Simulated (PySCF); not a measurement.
Below is a simulated gas-phase Si 2p photoelectron spectrum of `C[AsH][SiH2]N`.

Every computed line was given a Gaussian of 0.8 eV full width at half maximum and an area set by the number of equivalent atoms (split 2:1 within a doublet); the highest printed point is 100. Computed with delta-SCF UKS SCAN, pcX-2 on the ionised atom, pcseg-1 elsewhere, spin-free X2C (PySCF 2.14.0).

(binding energy (eV), intensity): (105.5, 0), (105.6, 1), (105.7, 2), (105.8, 5), (105.9, 10), (106.0, 18), (106.1, 29), (106.2, 44), (106.3, 60), (106.4, 76), (106.5, 90), (106.6, 98), (106.7, 100), (106.8, 97), (106.9, 90), (107.0, 82), (107.1, 73), (107.2, 65), (107.3, 56), (107.4, 46), (107.5, 36), (107.6, 27), (107.7, 18), (107.8, 11), (107.9, 7), (108.0, 4), (108.1, 2), (108.2, 1), (108.3, 0), (108.4, 0)

How many maxima does the curve show, and how many computed lines lie under it?

The curve has 1 maximum (at 106.7 eV). Under it lie 2 lines from 1 inequivalent silicon site, drawn as a 2p3/2, 2p1/2 pair. At this width some lines have no maximum of their own.

Decompose the envelope and assign each component. Numbering: `[CH3:1][AsH:2][SiH2:3][NH2:4]`.

```
position (eV)  relative area      line  atoms   environment
       106.61           0.67  Si 2p3/2    Si3  SiH2 silicon
       107.23           0.33  Si 2p1/2    Si3  SiH2 silicon
```

What are the centre and the root-mean-square width of the whole band?

The area-weighted mean of the lines is 106.82 eV. Their own spread about it is 0.29 eV (rms) and each Gaussian has σ = 0.8/2.355 = 0.34 eV; the variances add, which gives 0.45 eV.

Shake-up satellites, vibrational structure and lifetime widths aren't simulated. Spin–orbit coupling isn't in the SCF: each 2p doublet comes from a relaxed spin-free hole plus a matrix of the shell (mean-field spin–orbit coupling and the ground-state 2p splitting), with 2p3/2 averaged over its two sublevels. 2p1/2 minus 2p3/2 (ligand field included): Si 0.62 eV. Isolated species at its PBE0-D3(BJ)/def2-SVP geometry (one conformer only).

Shape of the structure used: `[CH3:1][AsH:2][SiH2:3][NH2:4]`: C1–As2–Si3–N4 -75°, H–N4–Si3–As2 -168°, H–N4–Si3–As2 53°.
